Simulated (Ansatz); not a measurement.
Reaction (ligand exchange at the Hf–S bond): `[SH][Hf]([Cl])([Cl])[Cl]` + H₂Se → `[Cl][Hf]([Cl])([Cl])[SeH]` + H₂S

Gas-phase electronic energies from Ansatz, PBE0-D4/def2-TZVP geometries. CCSD(T)/CBS is the MP2 limit (def2-TZVPP, def2-QZVPP) plus CCSD(T) − MP2 in def2-TZVPP, frozen cores. This one scheme is used for every species. DFT in def2-TZVPP. HSE06 is defined as in plane-wave codes. Elements past krypton have def2 core potentials. For Hf, Se outer-core shells are correlated without core-valence functions, which leaves a few kJ/mol of doubt a bond. Scalar relativity is left out up to krypton. Each species was taken in one conformer, which may not be the lowest.

Question: Is it downhill or uphill in electronic energy at CCSD(T)/CBS, and by how much? (Best estimate.)

Answer: Computed: Downhill: ΔE = -0.09 eV.

Question: What do these levels give: r2SCANh-D4, r2SCAN0-D4, BHLYP-D4, CAM-B3LYP-D4, B2PLYP, BLYP, r2SCAN, PBE0, HSE06, BHLYP, CCSD(T)/def2-SVP, HF/def2-QZVPP? (An estimate is asked.)

Answer: Ansatz gave: r2SCANh-D4 -0.05, r2SCAN0-D4 -0.06, BHLYP-D4 -0.07, CAM-B3LYP-D4 -0.04, B2PLYP -0.06, BLYP -0.03, r2SCAN -0.04, PBE0 -0.05, HSE06 -0.05, BHLYP -0.05, CCSD(T)/def2-SVP -0.04, HF/def2-QZVPP -0.07 eV.

Question: What do rigid-rotor, harmonic-oscillator terms from PBE0-D4/def2-TZVP frequencies (298.15 K, 1 bar) make of the CCSD(T)/CBS value? (Best estimate.)

Answer: The calculation gave: ΔZPE = +0.01 eV, ΔH = -0.07 eV, ΔS = 0 J/(mol·K), ΔG = -0.07 eV.

Largest T1 diagnostic among the species: 0.014.

At CCSD(T), def2-SVP lies +0.05 eV from the extrapolated value and def2-TZVPP +0.01 eV. Leaving LDA and LC-ωPBE aside and taking each functional with its dispersion term where it has one, the values, not all of them listed here, spread over 0.09 eV, from PBE-QIDH to B97M-V.
